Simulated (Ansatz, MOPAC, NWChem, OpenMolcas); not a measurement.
# How methods differ on C2H6Zn (SMILES [CH3][Zn][CH3])

C2H6Zn, singlet, SMILES `[CH3][Zn][CH3]`. Each level relaxes the structure for itself.

Each level gives the highest harmonic wavenumber at each level's own minimum (cm⁻¹). The values are calculated.

```
                                                     level            kind     program  value (cm⁻¹)
                                                      MNDO  semi-empirical       MOPAC          3312
                                                    PM6-D3  semi-empirical       MOPAC          2776
                                                   PM6-DH+  semi-empirical       MOPAC          2777
                                                  PM6-DH2X  semi-empirical       MOPAC          2777
                                                 HF/STO-3G    Hartree–Fock      Ansatz          3740
                                                  HF/3-21G    Hartree–Fock      Ansatz          3224
                           HF/6-31G* (Cartesian functions)    Hartree–Fock  OpenMolcas          3235
B3LYP/6-31G*/LANL2DZ (core potential, spherical functions)   global hybrid      NWChem          3114
                                      PBE0-D3(BJ)/def2-SVP   global hybrid      NWChem          3150
```

Harmonic and unscaled. The values span 2776 to 3740 cm⁻¹. Without the sets that lack polarisation functions the rows with a basis span only 3114 to 3235 cm⁻¹.
